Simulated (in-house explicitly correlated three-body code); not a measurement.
Computed with an exponentially correlated three-body code. Model: two electrons around a point charge, non-relativistic, variational in 260 exponentially correlated functions (energies converged to about 1e-7 hartree, or 1e-8 relative for large Z).

Command:
```bash
python run_hyl.py task.json out
```
Settings (lengths in bohr, energies in hartree):
```
Z                      2
nuclear_mass           100000
interaction_strength   1
functions              260
states_tried           13
```

Time taken, with all properties: 37 s on 1 thread of AMD EPYC 7R13 Processor (Zen 3) (shared host).

**Those bound S and P states to n = 4 that converged, binding against the one-electron ion.**

Given: nuclear charge 2; mass of the centre 100000 electron masses.

Computed: one-electron threshold -1.99998 hartree.

```tsv
term	energy (hartree)	binding (eV)
1 1S	-2.90369375	24.591
2 3S	-2.17520755	4.7682
2 1S	-2.14595249	3.9721
2 3P	?	?
2 1P	-2.12382139	3.3699
3 3S	-2.06866836	1.8691
3 1S	-2.06125135	1.6673
3 3P	-2.05806069	1.5805
3 1P	?	?
4 3S	-2.0364917	0.99353
4 1S	-2.0335662	0.91393
4 3P	-2.03230405	0.87958
4 1P	-2.03104927	0.84544
```

Task: What belongs in the row 2 3P?

Result: energy (hartree): -2.1331435; binding (eV): 3.6236.

Task: What belongs in the row 3 1P?

Result: energy (hartree): -2.05512566; binding (eV): 1.5006.

**Converged states only, values per electron or pair.**

| term | mean r (bohr) | mean r squared (bohr²) | mean inverse r (1/bohr) | mean r12 (bohr) | mean inverse r12 (1/bohr) | mean cosine | mean p1 dot p2 (bohr⁻²) | delta r1 (bohr⁻³) | delta r12 (bohr⁻³) |
| --- | --- | --- | --- | --- | --- | --- | --- | --- | --- |
| 1 1S | 0.92948 | 1.1935 | 1.6883 | 1.4221 | 0.94581 | -0.064199 | 0.15906 | 1.8104 | 0.10635 |
| 2 3S | 2.5505 | 11.465 | 1.1547 | 4.4476 | 0.2682 | -0.015838 | 0.0074408 | 1.3203 | - |
| 2 1S | 2.9731 | 16.09 | 1.1354 | 5.2698 | 0.24968 | -0.014656 | 0.009501 | 1.3094 | 0.00865 |
| 2 3P | 2.674 | 13.212 | 1.1332 | 4.7 | 0.26664 | -0.036719 | -0.064575 | 1.2588 | - |
| 2 1P | 2.9107 | 15.766 | 1.1232 | 5.1384 | 0.24502 | -0.0047721 | 0.04604 | 1.2744 | 0.00073518 |
| 3 3S | ? | ? | ? | ? | ? | ? | ? | ? | - |
| 3 1S | 6.5117 | 85.892 | 1.0585 | 12.305 | 0.11151 | -0.0043165 | 0.0026293 | 1.2831 | 0.0024337 |
| 3 3P | 6.3212 | 82.111 | 1.058 | 11.931 | 0.11593 | -0.01042 | -0.018366 | 1.2691 | - |
| 3 1P | ? | ? | ? | ? | ? | ? | ? | ? | ? |
| 4 3S | 10.661 | 238.58 | 1.0346 | 20.592 | 0.065257 | -0.0016865 | 0.00074205 | 1.2778 | - |
| 4 1S | 11.552 | 281.43 | 1.0325 | 22.371 | 0.062756 | -0.0017949 | 0.0010716 | 1.2772 | 0.00099803 |
| 4 3P | 11.469 | 279.94 | 1.0323 | 22.208 | 0.064505 | -0.0042932 | -0.007555 | 1.2714 | - |
| 4 1P | 11.948 | 304.08 | 1.031 | 23.162 | 0.061861 | -0.00046799 | 0.0062551 | 1.2734 | 0.00011137 |

Task: What belongs in the row 3 3S?

Result: mean r (bohr): 5.856; mean r squared (bohr²): 68.71; mean inverse r (1/bohr): 1.0637; mean r12 (bohr): 10.999; mean inverse r12 (1/bohr): 0.11732; mean cosine: -0.0042445; mean p1 dot p2 (bohr⁻²): 0.0018954; delta r1 (bohr⁻³): 1.285.

Task: What belongs in the row 3 1P?

Result: mean r (bohr): 6.6796; mean r squared (bohr²): 91.875; mean inverse r (1/bohr): 1.055; mean r12 (bohr): 12.638; mean inverse r12 (1/bohr): 0.1096; mean cosine: -0.0011763; mean p1 dot p2 (bohr⁻²): 0.014549; delta r1 (bohr⁻³): 1.2736; delta r12 (bohr⁻³): 0.00025196.
